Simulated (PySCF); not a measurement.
Bond curve of LiTl

Set-up: Li cc-pVDZ, Tl cc-pVDZ-PP with ECP60; scalar-relativistic core potentials (PySCF 2.14). Energies in eV from Li + Tl in their ground configurations at the same level. All curves are PBE0. state 1: ¹Σ⁺ (singlet), closed shell; state 2: ³Π (triplet), unpaired electrons σ ↑, π ↑, a second solution, started from another occupation; state 3: Ms = 0 determinant of mixed spin (⟨S²⟩ near 1.0), unpaired electrons σ ↑, π ↓, a second solution, started from another occupation; state 4: ³Σ⁺ (triplet), unpaired electrons σ ↑↑, a second solution, started from another occupation.

| R (Å) | state 1 | state 2 | state 3 | state 4 |
| --- | --- | --- | --- | --- |
| 2.611 | -0.6656 | -0.6090 | -0.3080 | 0.3682 |
| 2.732 | -0.7774 | -0.6406 | -0.3540 | 0.2435 |
| 2.854 | -0.8414 | -0.6413 | -0.3716 | 0.1547 |
| 2.945 | -0.8650 | -0.6277 | -0.3720 | 0.1054 |
| 3.036 | -0.8720 | -0.6054 | -0.3648 | 0.0673 |
| 3.127 | -0.8655 | -0.5769 | -0.3523 | 0.0380 |
| 3.248 | -0.8402 | -0.5328 | -0.3302 | 0.0095 |
| 3.400 | -0.7886 | -0.4725 | -0.2977 | -0.0142 |
| 3.583 | -0.7065 | -0.3993 | -0.2566 | -0.0307 |
| 3.825 | -0.5773 | -0.3087 | -0.2038 | -0.0408 |

Put a parabola through the three lowest points of the state 1 curve and estimate Re, k and ωe (reduced mass 6.784 u; 1 eV/Å² = 0.16022 mdyn/Å; ωe = 1302.8·√(k/μ) cm⁻¹).

Through R = 2.945, 3.036, 3.127 Å the second-order coefficient is 0.815 eV/Å², so Re ≈ 3.038 Å, k ≈ 0.261 mdyn/Å and ωe ≈ 256 cm⁻¹. A polynomial fit of higher order to the unrounded PBE0 energies gives Re = 3.035 Å, k = 0.261 mdyn/Å, ωe = 255 cm⁻¹; anharmonicity and rounding make the difference.

The higher-order fit for each curve: state 1: Re = 3.035 Å, ωe = 255 cm⁻¹, De = 0.87 eV; state 2: Re = 2.795 Å, ωe = 261 cm⁻¹, minimum 0.64 eV below the ground-state fragments; state 3: Re = 2.902 Å, ωe = 206 cm⁻¹, minimum 0.373 eV below the ground-state fragments; state 4: Re = 4.068 Å, ωe = 51.0 cm⁻¹, minimum 0.043 eV below the ground-state fragments.

Closed-shell solutions of metal pairs were not tested for spin polarisation, which can lower them a little. Spin–orbit coupling is left out, which matters for elements this heavy, above all for dissociation energies.
